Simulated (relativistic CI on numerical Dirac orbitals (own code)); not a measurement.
Main line and satellite in the 1s photoemission of Cu2+: a two-state model

Problem. An octahedral Cu2+ site (d9) has Δ = 5.2, V(eg) = 2.45, 10Dq = 0.5, 10Dq(ligand) = 1.2 and a core-hole attraction U_cd = 8.4 eV. Δ is defined between configuration averages. Find the d count, the distance of the satellite and its intensity.

Working.
1. The hole has eg symmetry. Its energy is −0.6 × 10Dq in d9 and Δ − 0.6 × 10Dq(ligand) in d10L, so the gap is Δ' = 4.78 eV.
2. Ground state cos θ |d9⟩ − sin θ |d10L⟩ with tan 2θ = 2V/Δ', θ = 22.9°: weights 0.849 and 0.151, n_d = 9.151.
3. The core hole pulls d10L down by U_cd: the gap becomes Δ' − U_cd = -3.62 eV, the hopping is V' = 2.45 eV, and tan 2θ' = 2V'/(Δ' − U_cd) gives θ' = 63.2°.
4. The two final states lie W = √[(Δ' − U_cd)² + 4V'²] = 6.09 eV apart. The lower, mostly d10L, is the main line.
5. In the sudden approximation the intensities are cos²(θ' − θ) and sin²(θ' − θ), so satellite/main = tan²(40.4°) = 0.72.

Check. The full cluster calculation (with spin-orbit coupling) gives n_d = 9.150; in its broadened spectrum, cut halfway, the centroids lie 6.03 eV apart with an area ratio of 0.74.
